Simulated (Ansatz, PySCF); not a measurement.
Reaction (SMILES): C[Si](Cl)(Cl)N[SiH3] + N (NH3) + 3 [SiH4] (SiH4) -> C[SiH3] [methylsilane] + 2 N[SiH3] + 2 [SiH3]Cl [chlorosilane]
Structures are relaxed separately at B3LYP-D3(BJ)/def2-TZVP in Ansatz (a first-principles code), one conformer each, not searched for the lowest. Frequencies are from Ansatz or PySCF.

Quantity: bond separation energy (enthalpy at 298 K, with B3LYP-D3(BJ) rigid-rotor harmonic-oscillator terms), in kcal/mol. Valence correlation only, unless marked. Spin-orbit coupling is left out. No relativistic terms. Basis-set limits of correlation are two-point, X^-3; Hartree-Fock from the larger set. The bracket is a focal-point correction in the basis named.

RI-MP2/CBS(cc-pV(T+d)Z,cc-pV(Q+d)Z)+[CCSD(T)-MP2]/cc-pV(T+d)Z (Ansatz) gives 15.5 kcal/mol.

Problem. Another calculation gave 13.3 kcal/mol. Which level was it?
A) PBE/def2-TZVPD (Ansatz)
B) BLYP/def2-TZVPD (Ansatz)
C) SVWN5/def2-TZVPD (Ansatz)

Solution. A, PBE/def2-TZVPD (Ansatz). The others give 17.0 (SVWN5), 10.8 (BLYP) kcal/mol.
